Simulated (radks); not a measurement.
Removal energies from the potassium ion K+, [Ar], by Delta-SCF beside the eigenvalue of the level emptied. All-electron calculation, non-relativistic Kohn-Sham, PBE, spin-polarised, spherical densities, point nucleus. Program: a radial shooting solver on a logarithmic mesh with Libxc functionals. Open shells are filled with parallel spins first.

removed from,final configuration,Delta-SCF (eV),-eigenvalue (eV)
3p,[Ne] 3s2 3p5,31.639,24.896
3s,[Ne] 3s1 3p6,48.355,41.126
2p,[He] 2s2 2p5 3s2 3p6,307.58,286.07
2s,[He] 2s1 2p6 3s2 3p6,375.53,356.63
